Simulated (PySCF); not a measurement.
Spectrum to structure. Computed with TDDFT PBE0/def2-SVPD, vertical, gas phase, core orbitals frozen in the response (PySCF). Geometries: GFN2-xTB, one conformer each.

```json
{"state": "S1", "E (eV)": "6.81", "f": "0.199", "main configurations (H = HOMO, L = LUMO)": "H→L (84%), H-2→L (12%)"}
{"state": "S2", "E (eV)": "7.04", "f": "0.0040", "main configurations (H = HOMO, L = LUMO)": "H-1→L (96%)"}
{"state": "S3", "E (eV)": "7.36", "f": "0.046", "main configurations (H = HOMO, L = LUMO)": "H-2→L (79%), H→L+1 (9%), H→L (8%)"}
{"state": "S4", "E (eV)": "7.52", "f": "0.024", "main configurations (H = HOMO, L = LUMO)": "H→L+1 (86%)"}
{"state": "S5", "E (eV)": "7.91", "f": "0.022", "main configurations (H = HOMO, L = LUMO)": "H→L+2 (98%)"}
{"state": "S6", "E (eV)": "8.14", "f": "0.0063", "main configurations (H = HOMO, L = LUMO)": "H-3→L (95%)"}
```

Problem. Which candidate is it? All have the formula C6H6F4.
A. `F[C@H]1C=C(CC(F)(F)F)C1`
B. `C=C(C)/C(F)=C/C(F)(F)F`
C. `C=CC/C(=C/F)C(F)(F)F`

Solution. A. Its S1, at 6.81 eV, is the highest among the candidates; the nearest of the others has S1 at 6.47 eV. S1 is HOMO→LUMO (84%), HOMO-2→LUMO (12%). Löwdin shares by element: HOMO carbon 77% or more (atoms not listed hold the other 23%); LUMO carbon 68% or more, hydrogen 6% or more (atoms not listed hold the other 26%). At the same level the other candidates give, for their lowest levels:
- `C=C(C)/C(F)=C/C(F)(F)F`: 5.64 eV (f 0.628); 6.53 eV (f 0.003); 6.90 eV (f 0.000); 7.23 eV (f 0.001); 7.62 eV (f 0.000); T1 3.15 eV; HOMO -7.66, LUMO -1.84 eV
- `C=CC/C(=C/F)C(F)(F)F`: 6.47 eV (f 0.011); 6.78 eV (f 0.021); 7.28 eV (f 0.226); 7.51 eV (f 0.032); 7.67 eV (f 0.078); T1 4.34 eV; HOMO -8.08, LUMO -0.55 eV

Shape of the structure used: `[F:1][C@H:2]1[CH:3]=[C:4]([CH2:5][C:6]([F:7])([F:8])[F:9])[CH2:10]1`: C3–C4–C5–C6 -103°, C4–C5–C6–F7 180°.
Triplets come from the Tamm–Dancoff approximation.
